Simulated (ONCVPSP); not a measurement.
# Building the ONCV potential for aluminium (LDA (Perdew-Wang 92), scalar-relativistic).

Al (Z = 13), optimised norm-conserving Vanderbilt (ONCV), made with ONCVPSP 4.0.1 (LDA (Perdew-Wang 92), scalar-relativistic). Core [Ne], reference 3s1.5 3p1.5. Waves: 3s: rc 1.75 bohr, ncon 3, nbas 7, qcut 4.3 1/bohr, 2 projectors, debl 3.2 Ha; 3p: rc 1.80 bohr, ncon 4, nbas 9, qcut 3.7 1/bohr, 2 projectors, debl 1.8 Ha; d scattering state at 0.21 Ha: rc 1.95 bohr, ncon 4, nbas 7, qcut 4.2 1/bohr, 1 projector. Local part: polynomial inside 1.25 bohr (lpopt 5, dvloc0 3 Ha). Core correction: none.

All-electron outer shells of the reference configuration (LDA (PZ), scalar-relativistic, ld1.x):

| shell | level (eV) | outermost node (bohr) | outermost maximum (bohr) |
| --- | --- | --- | --- |
| 2s | -108.41 | 0.17 | 0.50 |
| 2p | -70.62 | – | 0.43 |
| 3s | -8.27 | 0.80 | 2.06 |
| 3p | -3.11 | 0.82 | 2.58 |

(1) Estimate the cutoffs (Ha) at which the residual kinetic energy of the hardest occupied pseudo-wave falls to 1 and 0.1 mHa per electron.

(2) What does a ghost test show?

(3) Which valence shell sets the plane-wave cutoff?

(4) Tests: 3s2 3p1; 3s2 3p0; 3s1 3p0; 3s0 3p3. Which has the largest error in its energy relative to the reference configuration, and how large is it?

## Answers

(1) 6.2 Ha and 8.0 Ha. The cutoffs count occupied waves only; projector 2 of the p channel, the hardest unoccupied one, needs 89 Ha at the loose tolerance.

(2) No bound ghost flagged; GHOST(+) flagged for s at 162.5 eV.

(3) 3s: 6 Ha for 1 mHa per electron, against 2 Ha for 3p.

(4) 3s1 3p0, with +63 meV (all-electron minus pseudo) on +22.66 eV.
